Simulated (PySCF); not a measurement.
silanone cation (H2OSi), SMILES O=[SiH2] (connectivity only; charge and spin as stated), charge +1, multiplicity 2. Atoms are numbered in the order given.

```xyz
4

Si     0.0000     0.0000     0.4821
O      0.0000     0.0000    -1.1208
H      0.0000    -1.3366     1.1084
H      0.0000     1.3366     1.1084
```
Charge +1, spin multiplicity 2.

Coordinates come from a r2SCAN-D4/def2-TZVP optimisation. The spin state was assumed, not searched.

Two levels are set side by side: PBE/pcH-1 (PySCF) and PBE0/pcH-1 (PySCF). Contact hyperfine couplings, same geometry. Differences are taken from unrounded values.

```csv
quantity,PBE0
"A(iso) of 29Si, atom Si1 (MHz)",96.2
"A(iso) of 17O, atom O2 (MHz)",-31.7
"A(iso) of 1H, atom H3 (MHz)",111.9
"A(iso) of 1H, atom H4 (MHz)",111.9
```

### Question
What does PBE give, and how far is it from PBE0? (The exact figures need the calculation; the answer reports its results.)

### Answer

```tsv
quantity	PBE	PBE minus PBE0
A(iso) of 29Si, atom Si1 (MHz)	95.9	-0.3
A(iso) of 17O, atom O2 (MHz)	-17.0	14.7
A(iso) of 1H, atom H3 (MHz)	167.2	55.3
A(iso) of 1H, atom H4 (MHz)	167.2	55.3
```

Rough cost on one machine, each run with all the roots and properties that it gave: PBE0 against PBE within a factor of 2.
